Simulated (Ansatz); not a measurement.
`C[Si](F)(F)CO` → `C[Si]F` + `OCF` at 600 K and 1 bar (silylene formation by 1,1-elimination).

Program: Ansatz. Geometries: PBE0-D4/def2-TZVP. ΔE: electronic, gas phase. CCSD(T)/CBS is the MP2 limit (def2-TZVPP, def2-QZVPP) plus CCSD(T) − MP2 in def2-TZVPP, frozen cores. This one scheme is used for every species. Each species was taken in one conformer, which may not be the lowest.

| species | CCSD(T)/CBS energy (Eh) | H − E (kJ/mol) | S (J/(mol·K)) |
| --- | --- | --- | --- |
| `C[Si](F)(F)CO` | -643.70737 | 295.7 | 477.9 |
| `C[Si]F` | -428.74649 | 136.3 | 340.0 |
| `OCF` | -214.81254 | 149.8 | 300.3 |

H − E and S are ideal-gas, rigid-rotor, harmonic terms from PBE0-D4/def2-TZVP, for one conformer and one mirror image of each species. 1 Eh = 2625.50 kJ/mol, R = 8.31446 J/(mol·K).

**Question.** By hand: ΔE, ΔH, ΔS and ΔG.

**Answer.** ΔE = (-428.74649) + (-214.81254) − (-643.70737) = 0.14834 Eh = 389.5 kJ/mol. Δ(H − E) = 136.3 + 149.8 − 295.7 = -9.6, so ΔH = 379.9 kJ/mol. ΔS = 340.0 + 300.3 − 477.9 = 162.4 J/(mol·K). ΔG = 379.9 − 600 × (162.4)/1000 = 282.5 kJ/mol.

**Question.** By hand: the equilibrium constant, and the temperature at which ΔG would vanish if ΔH and ΔS stayed fixed.

**Answer.** log₁₀ K = −ΔG/(RT ln 10) = -24.6. ΔG = 0 at ΔH/ΔS = 2339 K.

The number of gas molecules changes by +1, which sets the sign of ΔS. A doubt of 5 kJ/mol in ΔE shifts log₁₀ K by 0.4 here. Other conformers and mirror images would add mixing entropy, several J/(mol·K) or more a flexible species. These are equilibria of isolated gas molecules and say nothing of rates. Largest T1 diagnostic: 0.014 (customary marks: 0.02 for closed shells, 0.045 for open ones).
